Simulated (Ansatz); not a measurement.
F$_{2}$H$_{4}$OSi$_{2}$ (`O[Si](F)(F)[SiH3]`). Charge 0, multiplicity 1.

Z-matrix (Å, degrees):
```
Si
F 1 1.592
F 1 1.592 2 104.4
O 1 1.621 2 110.1 3 118.1
Si 1 2.328 2 111.4 3 -120.4
H 4 0.959 1 120.5 2 -57.3
H 5 1.485 1 109.3 2 -61.6
H 5 1.485 1 109.3 2 178.2
H 5 1.485 1 109.1 2 58.3
```

Task: Give the diagnostics of a CCSD(T)/def2-TZVPP run (frozen core, Ansatz). (An estimate is asked.)

Result: Computed: T1 = 0.0125, largest single amplitude 0.015, largest double 0.028, (T) share of the correlation energy 3.0 %, 9 CCSD cycles. The RHF solution is stable towards an unrestricted one. T1 lies under the customary mark of 0.02 for closed shells.
